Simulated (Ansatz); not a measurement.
Two isomers of C2H10AlBSi: A = `B[CH2][Al]([CH3])[SiH3]`, B = `B[SiH2][CH2][AlH][CH3]`.

Isolated molecules relaxed with PBE0-D4/def2-TZVP in Ansatz; ΔE leaves out vibrations. CCSD(T)/CBS is the MP2 limit (def2-TZVPP, def2-QZVPP) plus CCSD(T) − MP2 in def2-TZVPP, frozen cores. DFT in def2-TZVPP. B3LYP here is the variant with VWN-RPA as its local correlation; programs differ in this. One conformer a species, not always the lowest.

Problem. Which is lower in electronic energy at CCSD(T)/CBS, and by how much? (An estimate is asked.)

Solution. Computed: A, by 65.2 kJ/mol.

Problem. Give E(B) − E(A) in kJ/mol with B3LYP, PBE-D4, B3LYP-D4, CCSD(T)/def2-TZVPP, PBE0-D4, ωB97M-V, B2PLYP. (Estimate.)

Solution. Ansatz gave: B3LYP 76.6, PBE-D4 75.7, B3LYP-D4 68.4, CCSD(T)/def2-TZVPP 66.8, PBE0-D4 72.3, ωB97M-V 62.8, B2PLYP 71.4. None reverses the order clearly.

Largest T1 diagnostic: 0.012.

The D4 term adds −8.3 kJ/mol with B3LYP and −4.1 kJ/mol with PBE0; it sums over pairs of atoms, weighted by their polarisabilities, and B3LYP, whose exchange is more repulsive, gets the larger term. From PBE to PBE0 (25 % exact exchange), in def2-TZVPP and without D4, E(B) − E(A) moves by −4.3 kJ/mol.
